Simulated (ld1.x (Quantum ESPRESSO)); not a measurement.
## An all-electron radial function and its pseudo partner (ruthenium)

Columns: radius, all-electron u(r) and pseudo u(r) of the 5s shell (level -3.69 eV) of ruthenium in the configuration [Kr] 4d7.5 5s0.5 5p0; LDA (PZ), non-relativistic, TM scheme, ld1.x (Quantum ESPRESSO) 7.5.

```json
{"r (bohr)": "0.210", "all-electron": "0.0686", "pseudo": "0.0164"}
{"r (bohr)": "0.420", "all-electron": "0.0804", "pseudo": "0.0351"}
{"r (bohr)": "0.630", "all-electron": "-0.1739", "pseudo": "0.0584"}
{"r (bohr)": "0.840", "all-electron": "-0.2531", "pseudo": "0.0892"}
{"r (bohr)": "1.050", "all-electron": "-0.1679", "pseudo": "0.1305"}
{"r (bohr)": "1.260", "all-electron": "-0.0138", "pseudo": "0.1847"}
{"r (bohr)": "1.470", "all-electron": "0.1466", "pseudo": "0.2520"}
{"r (bohr)": "1.680", "all-electron": "0.2856", "pseudo": "0.3288"}
{"r (bohr)": "1.890", "all-electron": "0.3948", "pseudo": "0.4070"}
{"r (bohr)": "2.100", "all-electron": "0.4747", "pseudo": "0.4763"}
{"r (bohr)": "2.310", "all-electron": "0.5288", "pseudo": "0.5287"}
{"r (bohr)": "2.520", "all-electron": "0.5617", "pseudo": "0.5616"}
{"r (bohr)": "2.730", "all-electron": "0.5777", "pseudo": "0.5777"}
{"r (bohr)": "2.940", "all-electron": "0.5804", "pseudo": "0.5804"}
{"r (bohr)": "3.150", "all-electron": "0.5731", "pseudo": "0.5731"}
{"r (bohr)": "3.360", "all-electron": "0.5583", "pseudo": "0.5583"}
{"r (bohr)": "3.570", "all-electron": "0.5380", "pseudo": "0.5380"}
{"r (bohr)": "3.780", "all-electron": "0.5139", "pseudo": "0.5139"}
{"r (bohr)": "3.990", "all-electron": "0.4873", "pseudo": "0.4873"}
{"r (bohr)": "4.200", "all-electron": "0.4593", "pseudo": "0.4593"}
{"r (bohr)": "4.410", "all-electron": "0.4306", "pseudo": "0.4306"}
{"r (bohr)": "4.620", "all-electron": "0.4019", "pseudo": "0.4019"}
{"r (bohr)": "4.830", "all-electron": "0.3736", "pseudo": "0.3736"}
{"r (bohr)": "5.040", "all-electron": "0.3461", "pseudo": "0.3461"}
{"r (bohr)": "5.250", "all-electron": "0.3197", "pseudo": "0.3197"}
{"r (bohr)": "5.460", "all-electron": "0.2945", "pseudo": "0.2945"}
```

**Question.** How many radial nodes do the two functions have?

**Answer.** The all-electron 5s function has n − l − 1 = 4 (the table is too coarse to show those close to the nucleus); the pseudo-wave has 0, since the states of the same l below it are removed with the core.

**Question.** At about which radius was the pseudo-wave matched?

**Answer.** 2.75 bohr. The columns agree to 0.0005 from 2.31 bohr on; several derivatives are matched, so the curves merge somewhat inside the radius.

**Question.** Where does each function peak?

**Answer.** Outermost all-electron maximum near 2.94 bohr, pseudo maximum near 2.94 bohr (to the table’s step).

**Question.** Is the pseudo-wave norm-conserving?

**Answer.** Yes: the TM scheme keeps the norm inside the radius equal to the all-electron one, which fixes the energy derivative of the logarithmic derivative at the level.
